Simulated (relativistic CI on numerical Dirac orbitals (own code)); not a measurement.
Method of calculation: Dirac-Coulomb-Breit CI, separate exchange-only KLI orbitals for each configuration, model QED, unscaled Slater integrals (own radial code, finite nucleus).

The strongest absorption lines from the ground level of an ion, among the configurations computed and to levels below about 261 eV (vacuum wavelength in Å, gf): 51.120 (0.23), 52.059 (5.8), 52.341 (0.69), 52.880 (4.1), 53.133 (0.45), 65.576 (0.46), 65.847 (0.33), 67.450 (0.43).

(1) Which ion is it?
A. Lu³²⁺
B. Ir³⁸⁺
C. W³⁵⁺
D. W³³⁺

## Answers

(1) C. W³⁵⁺ has 39 electrons and the ground level 4s2 4p6 4d3 4F_3/2; the strongest line goes to 4s2 4p6 4d2 4f 2F°_5/2. The pattern of lines fixes the number of electrons, and along that sequence the line energies rise steadily with the charge (about as its square where n changes within one kind of shell, about linearly where n is kept but much faster in heavy ions where fine structure, which grows about as Z⁴, sets the gap, and irregularly where shells cross), which fixes Z. Configurations outside the model, such as inner-shell arrays, can give stronger lines. At this charge energies of transitions that change n are usually good to better than 1 %, and those within a shell (Δn = 0) to a few per cent. Terms inside the open d or f shell come out 10 to 20 % too wide with unscaled integrals.

LS names give the leading component of a level, which can be under half, so a name can repeat, a term be missing and a line seem to break the LS rules.
